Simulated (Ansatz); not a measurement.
Start from `[SiH3][GaH2]` and change one atom or group to get `[NH2][GaH][SiH3]`.

Ansatz, PBE0-D4/def2-TZVP geometries, multiplicity 1. Each molecule was computed in one conformer, which needn't be the lowest.

Scalar relativity is left out up to krypton.

```json
{"property": "HOMO–LUMO gap (ωB97M-V/def2-TZVPP) / eV", "`[SiH3][GaH2]`": "9.24"}
{"property": "size of the dipole moment (ωB97M-V/def2-TZVPP) / D", "`[SiH3][GaH2]`": "0.14"}
{"property": "HOMO energy (B3LYP/def2-TZVPP) / eV", "`[SiH3][GaH2]`": "-7.45"}
{"property": "LUMO energy (B3LYP/def2-TZVPP) / eV", "`[SiH3][GaH2]`": "-2.41"}
{"property": "HOMO energy (PBE0/def2-TZVPP) / eV", "`[SiH3][GaH2]`": "-7.64"}
{"property": "HOMO energy (PBE/def2-TZVPP) / eV", "`[SiH3][GaH2]`": "-6.58"}
```

(1) Give the same properties after the change, and the shifts. (Estimate.)

## Answers

(1) The calculation gave: 
| property | `[NH2][GaH][SiH3]` | shift |
| --- | --- | --- |
| HOMO–LUMO gap (ωB97M-V/def2-TZVPP) / eV | 10.23 | 0.99 |
| size of the dipole moment (ωB97M-V/def2-TZVPP) / D | 1.09 | 0.95 |
| HOMO energy (B3LYP/def2-TZVPP) / eV | -7.24 | 0.21 |
| LUMO energy (B3LYP/def2-TZVPP) / eV | -1.38 | 1.03 |
| HOMO energy (PBE0/def2-TZVPP) / eV | -7.47 | 0.17 |
| HOMO energy (PBE/def2-TZVPP) / eV | -6.18 | 0.40 |

With PBE0 the HOMO rises by 0.17 eV and the LUMO rises by 0.99 eV, so the gap widens by about 0.82 eV. PBE moves the HOMO by 0.40 eV and ωB97M-V by 0.00 eV. Dipoles are sizes alone; their direction can turn.

B3LYP here is the variant with VWN-RPA as its local correlation; programs differ in this.
